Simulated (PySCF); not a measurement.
C3H6BFO2, SMILES C=C(OC)B(O)F.

The structure is a stationary point at ωB97X-D3(BJ)/def2-SVP. This is a generated structure with no PubChem entry under its InChIKey; it may be hypothetical. One conformer was computed; it need not be the lowest.

Two levels are set side by side: TDA-PBE/def2-SVPD (PySCF) and TDA-M06-2X/def2-SVPD (PySCF). Vertical, same geometry. The lowest singlet is HOMO→LUMO+1 100 % with PBE and HOMO→LUMO+1 94 % with the other functional; states are paired by order. Differences are taken from unrounded values.

```tsv
quantity	TDA-M06-2X
lowest singlet excitation (eV)	6.30
lowest triplet excitation (TDA) (eV)	3.95
first bright state (f over 0.05) (eV)	6.30
its oscillator strength	0.24
```

Task: What does TDA-PBE give, and how far is it from TDA-M06-2X? (Estimate from the structure and the level; the computed values follow.)

Result: 
| quantity | TDA-PBE | TDA-PBE minus TDA-M06-2X |
|---|---|---|
| lowest singlet excitation (eV) | 5.24 | -1.06 |
| lowest triplet excitation (TDA) (eV) | 3.48 | -0.47 |
| first bright state (f over 0.05) (eV) | 5.39 | -0.91 |
| its oscillator strength | 0.13 | -0.12 |

A lower first singlet is the usual sign of a functional without exact exchange. Differences between two approximate levels are no errors against the true value.

Rough cost on one machine, each run with all the roots and properties that it gave: TDA-M06-2X against TDA-PBE about 10 times.
